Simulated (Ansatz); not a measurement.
`[CH3][SnH]([CH3])[NH2]` + H₂ → `[CH3][SnH2][CH3]` + NH₃ at 700 K and 1 bar (hydrogenolysis of the Sn–N bond).

Isolated molecules relaxed with PBE0-D4/def2-TZVP in Ansatz; ΔE leaves out vibrations. CCSD(T)/CBS adds triple-zeta CCSD(T) − MP2 to the extrapolated MP2 energy (def2 sets, frozen cores). This one scheme is used for every species. Elements past krypton have def2 core potentials. For Sn outer-core shells are correlated without core-valence functions, which leaves a few kJ/mol of doubt a bond. One conformer a species, not always the lowest.

```json
{"species": "`[CH3][SnH]([CH3])[NH2]`", "CCSD(T)/CBS energy (Eh)": "-350.26218", "H − E (kJ/mol)": "365.3", "S (J/(mol·K))": "521.9"}
{"species": "H₂", "CCSD(T)/CBS energy (Eh)": "-1.17544", "H − E (kJ/mol)": "46.8", "S (J/(mol·K))": "155.3"}
{"species": "`[CH3][SnH2][CH3]`", "CCSD(T)/CBS energy (Eh)": "-294.93634", "H − E (kJ/mol)": "299.6", "S (J/(mol·K))": "446.8"}
{"species": "NH₃", "CCSD(T)/CBS energy (Eh)": "-56.50880", "H − E (kJ/mol)": "116.9", "S (J/(mol·K))": "226.5"}
```

H − E and S are ideal-gas, rigid-rotor, harmonic terms from PBE0-D4/def2-TZVP, for one conformer and one mirror image of each species. For small species the MP2-based limit differs from directly extrapolated CCSD(T) by up to some mEh (0.8 for H₂); such offsets cancel only in part. 1 Eh = 2625.50 kJ/mol, R = 8.31446 J/(mol·K).

Task: By hand: ΔE, ΔH, ΔS and ΔG.

Result: ΔE = (-294.93634) + (-56.50880) − (-350.26218) − (-1.17544) = -0.00752 Eh = -19.7 kJ/mol. Δ(H − E) = 299.6 + 116.9 − 365.3 − 46.8 = 4.4, so ΔH = -15.3 kJ/mol. ΔS = 446.8 + 226.5 − 521.9 − 155.3 = -3.9 J/(mol·K). ΔG = -15.3 − 700 × (-3.9)/1000 = -12.6 kJ/mol.

Task: By hand: the equilibrium constant, and the temperature at which ΔG would vanish if ΔH and ΔS stayed fixed.

Result: log₁₀ K = −ΔG/(RT ln 10) = 0.9. ΔG = 0 at ΔH/ΔS = 3923 K, far beyond where these terms or the molecules hold.

The number of gas molecules stays the same, so ΔS is small and ΔH decides. A doubt of 5 kJ/mol in ΔE shifts log₁₀ K by 0.4 here. Other conformers and mirror images would add mixing entropy, several J/(mol·K) or more a flexible species. These are equilibria of isolated gas molecules and say nothing of rates. Largest T1 diagnostic: 0.011 (customary marks: 0.02 for closed shells, 0.045 for open ones).
